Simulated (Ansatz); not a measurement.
Geometry optimisation, UKS B3LYP-D4/def2-SVP in Ansatz.

Input:

```yaml
crystal:
  periodic: [false, false, false]
  atoms:
    - { symbol: "N", position_ang: [-0.9608, -0.1238, -1.092] }
    - { symbol: In, position_ang: [0.6889, -1.3244, -0.4637] }
    - { symbol: O, position_ang: [1.301, -0.0706, 1.3634] }
    - { symbol: H, position_ang: [-0.321, 0.7751, -1.1583] }
    - { symbol: H, position_ang: [-1.4479, -0.0797, -0.1746] }
    - { symbol: H, position_ang: [0.7818, 0.7595, 1.4791] }
magnetization:
  spin_polarized: true
  initial_magnetization: 1
basis:
  gaussian: { orbitals: def2-SVP }
hamiltonian:
  xc: b3lyp
  dispersion: d4
relax:
  f_tol: 0.015
  max_steps: 40
```

Launched with:

```bash
$ ansatz run input.yaml --threads 1 --pin off --max-ram 2048MiB --backend cpu --events-out ev --progress --plain --runs-dir out
```

Problem. Where does it end, and by what steps?

Solution. The forces met the threshold. The force dipped under the threshold on the way, but the program's further checks kept it going. After 18 steps the energy has fallen by 0.964 eV; H4 moved furthest, 1.60 Å.

| step | energy less start (eV) | largest force component (eV/Å) | accepted |
| --- | --- | --- | --- |
| 0 | 0.0000 | 2.018 | yes |
| 1 | -0.5464 | 0.746 | yes |
| 2 | -0.6091 | 0.853 | yes |
| 3 | -0.6548 | 0.161 | yes |
| 4 | -0.6760 | 0.340 | yes |
| 5 | -0.6888 | 0.881 | yes |
| 6 | -0.7272 | 0.974 | yes |
| 7 | -0.8081 | 0.405 | yes |
| 8 | -0.8597 | 0.277 | yes |
| 9 | -0.8931 | 0.213 | yes |
| 10 | -0.9324 | 0.240 | yes |
| 11 | -0.9391 | 0.088 | yes |
| 12 | -0.9588 | 0.130 | yes |
| 13 | -0.9628 | 0.073 | yes |
| 14 | -0.9628 | 0.046 | no |
| 15 | -0.9633 | 0.055 | yes |
| 16 | -0.9636 | 0.004 | yes |
| 17 | -0.9636 | 0.050 | yes |
| 18 | -0.9636 | 0.006 | yes |

```xyz
6
Properties=species:S:1:pos:R:3
N -1.008 0.033 -0.762
In 1.120 -0.223 -0.412
O 1.600 -0.192 1.572
H -1.277 -0.412 -1.648
H -1.197 1.033 -0.913
H 0.804 -0.303 2.117
```

The run took 68 s on 1 thread of Arm Neoverse V2 (shared host), peak memory 0.18 GiB.
